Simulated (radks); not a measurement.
Removal energies from the samarium ion Sm8+, [Kr] 4d10 4f(5/2: 2, 7/2: 0) 5s2 5p(1/2: 2, 3/2: 2), by Delta-SCF beside the eigenvalue of the level emptied. Method: Dirac Kohn-Sham, relativistic LDA (MacDonald-Vosko exchange, VWN5 correlation), spin-unpolarised, spherical densities, finite nucleus; Fermi nuclear charge, rms radius of each element as measured or else 0.836 A^(1/3) + 0.57 fm; computed with a radial shooting solver on a logarithmic mesh with Libxc functionals. Sub-shells are occupied by j as written (lower j first in brackets).

removed from                                  final configuration  Delta-SCF (eV)  -eigenvalue (eV)
5p3/2         [Kr] 4d10 4f(5/2: 2, 7/2: 0) 5s2 5p(1/2: 2, 3/2: 1)          135.81            127.75
5p1/2         [Kr] 4d10 4f(5/2: 2, 7/2: 0) 5s2 5p(1/2: 1, 3/2: 2)          141.97            133.61
4f5/2         [Kr] 4d10 4f(5/2: 1, 7/2: 0) 5s2 5p(1/2: 2, 3/2: 2)          147.66            134.19
5s1/2         [Kr] 4d10 4f(5/2: 2, 7/2: 0) 5s1 5p(1/2: 2, 3/2: 2)          163.94            155.10
